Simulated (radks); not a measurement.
The numbers below are computed, except where a source is named.
Coulomb parameter of the 5d shell of the mercury ion Hg2+ in the model configuration [Xe] 4f14 5d9 6s1, as a second difference U = [E(n + 0.25) + E(n - 0.25) - 2 E(n)] / (0.25)^2 with all orbitals relaxed. "Bare": the charge of the atom changes with n. "Screened": the 6s shell takes up the change at fixed total charge, which measures U(5d,5d) + U(6s,6s) - 2 U(5d,6s). Code: a radial shooting solver on a logarithmic mesh with Libxc functionals. Model: scalar-relativistic Kohn-Sham, r2SCAN, spin-unpolarised, spherical densities, finite nucleus; meta-GGA in the generalised Kohn-Sham scheme; Fermi nuclear charge, rms radius 5.4648 fm.

| case | configuration | E - E(n) (eV) |
|---|---|---|
| start | [Xe] 4f14 5d9 6s1 | 0.000 |
| bare +0.25 | [Xe] 4f14 5d9.25 6s1 | -7.584 |
| bare -0.25 | [Xe] 4f14 5d8.75 6s1 | 8.423 |
| screened +0.25 | [Xe] 4f14 5d9.25 6s0.75 | -1.815 |
| screened -0.25 | [Xe] 4f14 5d8.75 6s1.25 | 1.891 |

U(bare) = 13.419 eV, U(screened by 6s) = 1.216 eV, against the Slater integral F0(5d,5d) = 17.529 eV with frozen orbitals.
